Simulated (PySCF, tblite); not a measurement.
Isomers of C5H6ClF2 (doublet state), one GFN2-xTB conformer each. Single-point energies are computed at B3LYP/pcH-1 (PySCF, gas phase, no added dispersion term), electronic only. GFN2-xTB treats the open shell by occupation alone, and not every SCF solution was tested for stability.

Question: Rank them by B3LYP/pcH-1 energy, lowest first (kcal/mol).
A. `[H]/[C:1]=[CH:2]\[C@H:3]([Cl:4])[CH2:5][CH:6]([F:7])[F:8]` (doublet state) with C1–C2–C3–Cl4 -114°, C2–C3–C5–C6 -174°, C3–C5–C6–F7 -179°
B. `[CH2:1]=[C:2][C@H:3]([Cl:4])[CH2:5][CH:6]([F:7])[F:8]` (doublet state) with C1–C2–C3–Cl4 4°, C2–C3–C5–C6 -176°, C3–C5–C6–F7 66°

Answer: B (0.0), A (5.0).

Neighbours under 5.0 kcal/mol apart (C=[C][C@H](Cl)CC(F)F and [H]/[C]=C\[C@H](Cl)CC(F)F) can change places with a better method, another conformer or zero-point energy. GFN2-xTB itself gives, in the same order: 0.0, 8.4. Both levels put the same isomer lowest.

Q: What happens when harmonic zero-point energies from GFN2-xTB frequencies are added?

A: 
```json
{"SMILES": "C=[C][C@H](Cl)CC(F)F", "ZPE (kcal/mol)": "59.1", "electronic (kcal/mol)": "0.0", "with ZPE (kcal/mol)": "0.0"}
{"SMILES": "[H]/[C]=C\\[C@H](Cl)CC(F)F", "ZPE (kcal/mol)": "59.8", "electronic (kcal/mol)": "5.0", "with ZPE (kcal/mol)": "5.7"}
```

The zero-point energies span 0.7 kcal/mol. The order is unchanged.
